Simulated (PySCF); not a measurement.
Electrostatic solvation of a mixed set.

Computed with PySCF at CAM-B3LYP/def2-SVPD, non-relativistic, each on one gas-phase PBE0-D3(BJ)/def2-SVP geometry that isn't relaxed in the solvent. The solvent is an IEF-PCM continuum (Bondi radii, 1.10 Å for H, scaled by 1.2). Only the electrostatic response of the medium enters. Spin–orbit coupling is left out although an atom past zinc is present.

Question: Order them by E(solvent) − E(gas) in acetone (ε = 20.49), most negative first (kcal/mol).
A. `[N:1]#[C:2][CH2:3][C:4]1=[CH:5][C@H:6]2[C@@H:7]3[C@H:8]2[C@:9]13[C:10]#[N:11]` with C2–C3–C4–C5 0°
B. `[O:1]=[CH:2][NH:3][GeH3:4]` with O1–C2–N3–Ge4 0°
C. `N#Cc1cc2ccccn2c1`
D. `c12c(ccn1cccc2)C#N`

Answer: A (-11.3), D (-9.2), C (-8.6), B (-7.0).

```
                              SMILES  charge  ΔE (kcal/mol)  polarisation term (kcal/mol)  HOMO shift (eV)  dipole gas (D)  dipole solvent (D)  atoms  lowest singlet, gas (eV)  lowest singlet, solvent (eV)
N#CCC1=C[C@H]2[C@@H]3[C@H]2[C@]13C#N       0          -11.3                         -13.6            +0.43            4.47                5.57     17                      5.73                          5.69
                    N#Cc1ccn2ccccc12       0           -9.2                         -11.6            +0.14            6.56                8.99     17                      4.01                          4.13
                    N#Cc1cc2ccccn2c1       0           -8.6                         -10.5            +0.27            6.26                8.23     17                      3.98                          3.99
                       O=C[NH][GeH3]       0           -7.0                          -8.8            -0.08            3.57                4.81      9                      5.66                          5.87
```

The polarisation term is half the interaction of the solute with the induced surface charges. Singlets are vertical TDDFT energies (frozen core, non-equilibrium response), the lowest in each medium.
